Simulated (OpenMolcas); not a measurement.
**Ionisation energies of tantalum**

```
Program             : OpenMolcas 26.06
Basis               : ANO-RCC-VQZP [9s8p6d4f3g2h]
Scalar Hamiltonian  : DKH2, point nucleus
Spin-orbit coupling : RASSI with atomic mean-field integrals over the reference wave functions, term energies averaged over their components
```

Active shells in each charge state: the valence d, s shells, with orbitals averaged over the low states. Where CASPT2's correlated closed shells are named, they are those of the first ion.

A. CASSCF
B. SS-CASPT2, IPEA 0.25 Eh, imaginary shift 0.1 Eh (closed shells correlated: 5s 5p)
C. SS-CASPT2, IPEA 0.25 Eh, imaginary shift 0.1 Eh (closed shells correlated: 4f 5s 5p)
D. SS-CASPT2, IPEA 0 Eh, imaginary shift 0.1 Eh (closed shells correlated: 5s 5p)

Energies in eV between the lowest computed levels, named as in B; reference values from the NIST Atomic Spectra Database with their kind.

```csv
From,To,A,B,C,D,Spin-orbit share in B,Reference
Ta 5d3 6s2 4F 3/2,Ta+ 5d3 6s 5F1,5.993,7.461,7.593,7.610,+0.079,7.550 (measured)
Ta+ 5d3 6s 5F1,Ta2+ 5d3 4F 3/2,13.944,14.797,14.984,14.927,-0.237,16.200 (semi-empirical)
```

Error against the reference values, in %:

```csv
From,Reference,A,B,C,D
Ta,measured,-20.6,-1.2,+0.6,+0.8
Ta+,semi-empirical,-13.9,-8.7,-7.5,-7.9
```

Absolute error against the one measured value: A 1.56 eV, B 0.09 eV, C 0.04 eV, D 0.06 eV. C lies closest.

The lowest level within the active space need not be the ion's true ground level.
